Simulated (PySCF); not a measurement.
# Polarisability and C₆ of Rb⁺ (rubidium, charge +1)

[Kr], closed-shell 1S. All numbers are calculated (PySCF 2.14, the spin-free X2C one-electron Hamiltonian (Gaussian nucleus), in aug-cc-pVTZ-X2C). Coupled (time-dependent) response in atomic units; α is the mean over directions.

| method | mean α (bohr³) | C₆ (like pair) | S(−4) |
| --- | --- | --- | --- |
| wB97M-V | 9.145 | 52.86 | 14.00 |

S(−4) is the Cauchy moment in α(ω) = α(0) + S(−4) ω² + …

α(iu) at wB97M-V:

```csv
u (hartree),α(iu) (bohr³)
0,9.145
0.0500,9.110
0.100,9.007
0.200,8.622
0.300,8.058
0.500,6.699
0.750,5.085
1.00,3.828
1.50,2.260
2.00,1.441
3.00,0.7101
5.00,0.2718
```

A single London oscillator, α(iu) = α/(1 + u²/ω²), gives C₆ = (3/4) ω α². Matching the computed C₆ needs ω = 4 × 52.86 / (3 × 9.145²) = 0.843 hartree.

For an ion, C₆ is the dispersion term alone; charge-induced terms of lower order in 1/R come first.
